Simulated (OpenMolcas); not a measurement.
# Mn IV: from CASSCF to CASPT2

- Program: OpenMolcas 26.06
- Basis: ANO-RCC-VTZP [6s5p3d2f1g]
- Scalar Hamiltonian: DKH2, point nucleus
- Active space: 4 electrons in 5 orbitals (3d)
- State averaging: 2S+1 = 5 even, 5 roots; 2S+1 = 3 even, 45 roots kept (CI in the orbitals of an earlier block); 2S+1 = 1 even, 50 roots kept (CI in the orbitals of an earlier block)
- Spin-orbit coupling: RASSI with atomic mean-field integrals over the reference wave functions, term energies averaged over their components

Methods on the same reference wave functions:
A. CASSCF
B. SS-CASPT2, IPEA 0.25 Eh, imaginary shift 0.1 Eh (closed shells correlated: 3s 3p)
C. MS-CASPT2, IPEA 0.25 Eh, imaginary shift 0.1 Eh (closed shells correlated: 3s 3p)

Energies in cm⁻¹ above 3d⁴ ⁵D₀, the measured ground level; measured values from Corliss and Sugar, J. Phys. Chem. Ref. Data 6, 1253 (1977).

```json
{"Level": "3d⁴ ⁵D₀", "A": "0.0", "B": "0.0", "C": "0.0", "Measured": "0.0"}
{"Level": "3d⁴ ⁵D₁", "A": "101", "B": "103", "C": "103", "Measured": "99.0"}
{"Level": "3d⁴ ⁵D₂", "A": "299", "B": "302", "C": "303", "Measured": "287"}
{"Level": "3d⁴ ⁵D₃", "A": "586", "B": "590", "C": "591", "Measured": "552"}
{"Level": "3d⁴ ⁵D₄", "A": "954", "B": "957", "C": "957", "Measured": "886"}
{"Level": "3d⁴ ³H₄", "A": "23723", "B": "21970", "C": "21970", "Measured": "21281"}
{"Level": "3d⁴ ³H₅", "A": "23937", "B": "22190", "C": "22190", "Measured": "21475"}
{"Level": "3d⁴ ³H₆", "A": "24176", "B": "22440", "C": "22440", "Measured": "21679"}
{"Level": "3d⁴ ³P₀(1)", "A": "25584", "B": "21170", "C": "21150", "Measured": "20654"}
{"Level": "3d⁴ ³P₁(1)", "A": "26191", "B": "21790", "C": "21780", "Measured": "21279"}
{"Level": "3d⁴ ³P₂(1)", "A": "27282", "B": "22880", "C": "22870", "Measured": "22325"}
{"Level": "3d⁴ ³F₂(1)", "A": "27335", "B": "23490", "C": "23480", "Measured": "22791"}
{"Level": "3d⁴ ³F₃(1)", "A": "27404", "B": "23570", "C": "23560", "Measured": "22862"}
{"Level": "3d⁴ ³F₄(1)", "A": "27519", "B": "23680", "C": "23680", "Measured": "22959"}
{"Level": "3d⁴ ³G₃", "A": "29968", "B": "26320", "C": "26320", "Measured": "25440"}
{"Level": "3d⁴ ³G₄", "A": "30226", "B": "26580", "C": "26580", "Measured": "25671"}
{"Level": "3d⁴ ³G₅", "A": "30442", "B": "26810", "C": "26810", "Measured": "25878"}
{"Level": "3d⁴ ¹I₆", "A": "35729", "B": "33230", "C": "33230", "Measured": ""}
{"Level": "3d⁴ ¹G₄(1)", "A": "37718", "B": "32640", "C": "32630", "Measured": ""}
{"Level": "3d⁴ ³D₃", "A": "38760", "B": "32430", "C": "32430", "Measured": "31385"}
{"Level": "3d⁴ ³D₂", "A": "38844", "B": "32520", "C": "32520", "Measured": "31474"}
{"Level": "3d⁴ ³D₁", "A": "38936", "B": "32610", "C": "32610", "Measured": "31581"}
{"Level": "3d⁴ ¹S₀(1)", "A": "43862", "B": "35080", "C": "35080", "Measured": ""}
{"Level": "3d⁴ ¹D₂(1)", "A": "46929", "B": "41280", "C": "41280", "Measured": ""}
```

Deviations, from unrounded energies. A percentage is the sum of absolute deviations over the sum of measured energies, with the sign that they share, or ± where signs differ.

```json
{"Against measurement": "mean absolute deviation (cm-1)", "Levels": "19", "A": "3800", "B": "620", "C": "620"}
{"Against measurement": "fine structure of the ground term (%)", "Levels": "4", "A": "+6.4", "B": "+7.1", "C": "+7.1"}
{"Against measurement": "other terms of the ground configuration (%)", "Levels": "15", "A": "+19.4", "B": "+3.2", "C": "+3.2"}
```

B, C lie about equally close to measurement and A furthest from it. The largest miss of C in the table is 3d⁴ ³D₃, by +1000 cm-1. The ranking rests on the paired levels alone, and a cruder setting can come out closer through cancelling errors.

Between B and C the level of the table that moves most is 3d⁴ ³P₀(1), by 12 cm-1 (lowest in C, highest in B). Moves below CASPT2's spread within the term are not significant.

The two smallest mean deviations differ by little beside CASPT2's spread within terms, so their order carries little weight.

From A to B the spin-free energies of the other terms of 3d⁴ shown, above ⁵D, scale by factors of 0.80 to 0.93, as is usual when dynamic correlation screens the repulsion within a d or f shell.

The lowest spin-free term lies below A's lowest term by 0.368 hartree in B, 0.368 hartree in C.

CASPT2 breaks the degeneracy within a term, and the mean is taken; among the terms shown or strongly mixed into the levels shown the widest spread is 1200 cm-1 (3d⁴ ¹I, C). Terms from blocks run as CI alone lack orbitals of their own. The CASPT2 spread within a term exceeds the gap to the next term for 3d⁴ ³D and 3d⁴ ¹G(1), so the order of their levels is uncertain (figures for B; the like holds for C). Without dynamic correlation excited terms often stand tens of per cent too high (terms of higher spin than the ground term too low), and those without a measured partner can miss by more than the paired ones (holds for A). Computed and measured levels are paired by configuration, term and J; levels that our copy of the source lacks, or whose pairing is in doubt (as where it misses far off the trend of its configuration), stay unpaired and out of the deviations. Only configurations of the active space appear. The table leaves out levels that lie high or whose names do not pair safely across all columns.

A number in round brackets counts repeated terms of one configuration in the order of the reference energies.
